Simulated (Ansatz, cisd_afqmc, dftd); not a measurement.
Species: GeCl3, charge 0, doublet. GeCl3 (SMILES [Cl][Ge]([Cl])[Cl], doublet).
B3LYP-D3(BJ)/def2-TZVP minimum from Ansatz (a quantum-chemistry and plane-wave program):
```
Ge
Cl 1 2.1745
Cl 1 2.1745 2 108.54
Cl 1 2.1745 2 108.54 3 117.80
```
Charge 0, spin multiplicity 2.

Property: atomisation energy (electronic, to ground-state atoms), in kcal/mol. Radicals and triplets start from unrestricted determinants; spin-orbit coupling is neglected. Correlated methods leave the cores frozen (noble-gas shells, and filled d and f shells in the p block). No relativity. AFQMC/CISD: phaseless, guided by CISD from CCSD amplitudes; bars are statistical, one sigma. Outlying blocks are dropped, and bars are widened where a walk drifts. Over all cases where full CI ran beside it in this data, AFQMC minus full CI had a median of +0.1 mEh and passed +0.4 mEh in a tenth of the cases. CBS(X,Y): correlation extrapolated as X^-3, Hartree-Fock from the larger set. A bracket is a step between two methods taken in the basis named. Double hybrids freeze cores in their MP2 part.

```tsv
level	program	atomisation energy (kcal/mol)
r2SCAN-D3(BJ)/def2-TZVPD	Ansatz + dftd3	251.2
PBE0-D3(BJ)/def2-TZVPD	Ansatz + dftd3	246.3
PBE0/def2-TZVPD	Ansatz	243.1
r2SCANh-D4/def2-TZVPD	Ansatz + dftd4	247.6
B2PLYP-D4/def2-TZVPD	Ansatz + dftd4	238.0
MP2/def2-SVP	Ansatz	223.8
CCSD/def2-SVP	Ansatz	207.1
AFQMC/CISD/def2-TZVPP	cisd_afqmc	233.0 ± 0.3
CCSD(T)/CBS(def2-TZVPP,def2-QZVPP) + [AFQMC/CISD - CCSD(T)]/def2-TZVPP	Ansatz + cisd_afqmc	244.6 ± 0.3
```
